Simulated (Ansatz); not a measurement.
This geometry of Cl₄FH₃NTa (10 atoms, charge 0, multiplicity 1) is a first-order saddle point.

The calculation used Ansatz 0.2.0, RKS PBE/def2-SVP.

```xyz
10
Properties=species:S:1:pos:R:3
Ta -0.147 -0.209 0.211
F 1.894 0.298 0.526
Cl -0.417 0.205 2.502
Cl 0.409 -0.272 -2.065
N -0.881 1.585 -0.109
H -1.246 2.203 0.626
H -0.944 2.028 -1.033
Cl -1.961 -1.625 0.030
Cl 1.450 -2.275 0.716
H 2.089 -0.866 0.683
```

Which two structures does it join? (They come from a converged band through this point; their orientation in space is the band's.)

Bonds broken: Cl9–H10. Bonds formed: F2–H10.

Initial state:

```xyz
10
Properties=species:S:1:pos:R:3
Ta -0.099 0.066 0.194
F 1.767 0.416 0.461
Cl -0.413 0.380 2.505
Cl 0.342 -0.129 -2.109
N -1.029 1.749 -0.144
H -1.446 2.329 0.591
H -1.173 2.145 -1.078
Cl -1.735 -1.610 0.114
Cl 1.497 -2.529 0.739
H 2.536 -1.744 0.814
```

Final state:

```xyz
10
Properties=species:S:1:pos:R:3
Ta -0.298 -0.408 0.213
F 1.913 0.456 0.477
Cl -0.467 0.073 2.504
Cl 0.276 -0.430 -2.063
N -0.785 1.489 -0.075
H -0.963 2.156 0.684
H -0.693 1.973 -0.976
Cl -2.272 -1.562 0.020
Cl 1.287 -2.228 0.672
H 2.249 -0.447 0.632
```

How far does it lie above each of them?

25.2 kJ/mol above the first and 12.2 kJ/mol above the second. This is the barrier of this one path; another mechanism may lie lower. The orbitals stay closed-shell, which can raise the energy where a bond breaks towards radicals; this wasn't checked here.

Run time: 3.5 min on 4 threads of Arm Neoverse V1 (shared host), peak memory 0.26 GiB.
